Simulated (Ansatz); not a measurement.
`BCBCC#C` + `CNCN` → `C#CN(C)CN` + `BCBC`  (substitution at a C–C bond)

Program: Ansatz. Geometries: PBE0-D4/def2-TZVP. ΔE: electronic, gas phase. CBS: MP2 limit from def2 TZ/QZ plus the TZ coupled-cluster correction, frozen cores. Functionals use def2-TZVPP. One conformer a species, not always the lowest.

(1) Is it downhill or uphill in electronic energy at CCSD(T)/CBS, and by how much? (An estimate is asked.)

(2) What do these levels give: r2SCAN-D4, PBE0-D4, ωB97X-V, ωB97M-V, B2PLYP, PBE, SCS-MP2/def2-TZVPP, CCSD(T)/def2-TZVPP, MP2/def2-QZVPP, HF/CBS(def2), MP2/CBS(def2), CCSD/CBS(def2)? (Best estimate.)

Largest T1 diagnostic among the species: 0.016.

Answers

(1) Ansatz gave: Uphill: ΔE = +3.3 kcal/mol.

(2) The calculation gave: r2SCAN-D4 6.9, PBE0-D4 7.1, ωB97X-V 1.4, ωB97M-V 3.3, B2PLYP 0.2, PBE 8.8, SCS-MP2/def2-TZVPP 0.4, CCSD(T)/def2-TZVPP 3.1, MP2/def2-QZVPP 4.5, HF/CBS(def2) -15.5, MP2/CBS(def2) 4.5, CCSD/CBS(def2) 0.0 kcal/mol.

In def2-TZVPP, CCSD(T) changes the Hartree–Fock value by +18.8 kcal/mol (the triples alone add +3.3 kcal/mol) and MP2 by +20.1 kcal/mol. The D4 term adds +1.6 kcal/mol with B3LYP and +0.7 kcal/mol with PBE0; it sums over pairs of atoms, weighted by their polarisabilities, and B3LYP, whose exchange is more repulsive, gets the larger term. From PBE to PBE0 (25 % exact exchange), in def2-TZVPP and without D4, ΔE moves by −2.4 kcal/mol.

B3LYP here is the variant with VWN-RPA as its local correlation; programs differ in this.
